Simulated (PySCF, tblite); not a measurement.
Isomers of C4H8F2O2Si. Computed with GFN2-xTB (tblite): harmonic, unscaled wavenumbers at the GFN2-xTB geometry, gas phase. Against measured fundamentals such values can be off by several per cent, at times by over 20. Modes of hydrogen on silicon can be 10 to 20 % off. One conformer each.

Electronic energies: PBE0/pcSseg-1 single points on the GFN2-xTB geometries (PySCF, gas phase).

```
                 SMILES  electronic energy, lowest = 0 (kcal/mol)
    C=C(CO[SiH3])OC(F)F                                      47.8
C=C(O[SiH3])O[C@H](F)CF                                      52.0
 FC(F)[C@H]1CCO[SiH2]O1                                       0.0
    C=C(COC(F)F)O[SiH3]                                      44.8
```

Problem. How do GFN2-xTB zero-point energies change the relative energies?

Solution. 
```csv
SMILES,ZPE (kcal/mol),of it from modes above 1550 cm⁻¹,electronic (kcal/mol),"with ZPE, lowest = 0 (kcal/mol)",lowest mode (cm⁻¹),rings
FC(F)[C@H]1CCO[SiH2]O1,75.6,31.9,0.0,0.0,45,1
C=C(COC(F)F)O[SiH3],71.6,33.9,44.8,40.7,45,0
C=C(CO[SiH3])OC(F)F,71.2,33.6,47.8,43.3,24,0
C=C(O[SiH3])O[C@H](F)CF,71.0,34.0,52.0,47.4,31,0
```

The zero-point energies span 4.6 kcal/mol, from `C=C(O[SiH3])O[C@H](F)CF` to `FC(F)[C@H]1CCO[SiH2]O1`. The order is unchanged.

Problem. And how do the electronic energies of GFN2-xTB itself compare?

Solution. `FC(F)[C@H]1CCO[SiH2]O1` 0.0; `C=C(COC(F)F)O[SiH3]` 46.4; `C=C(CO[SiH3])OC(F)F` 50.2; `C=C(O[SiH3])O[C@H](F)CF` 46.9 kcal/mol, lowest = 0. Against the energies above, taken from the same isomer `FC(F)[C@H]1CCO[SiH2]O1`, the largest difference is 5.1 kcal/mol.

Problem. What do entropy and thermal enthalpy add at 298.15 K and 1 bar (rigid rotor, harmonic oscillator, one conformer each)?

Solution. 
```csv
SMILES,point group,symmetry number,S (cal/(mol K)),H − H(0) (kcal/mol),ZPE + H − H(0) − TS (kcal/mol)
FC(F)[C@H]1CCO[SiH2]O1,C1,1,95.7,6.44,53.6
C=C(COC(F)F)O[SiH3],C1,1,103.5,7.34,48.1
C=C(O[SiH3])O[C@H](F)CF,C1,1,107.2,7.62,46.7
```

Not tabulated: `C=C(CO[SiH3])OC(F)F` (lowest mode only 24 cm⁻¹).
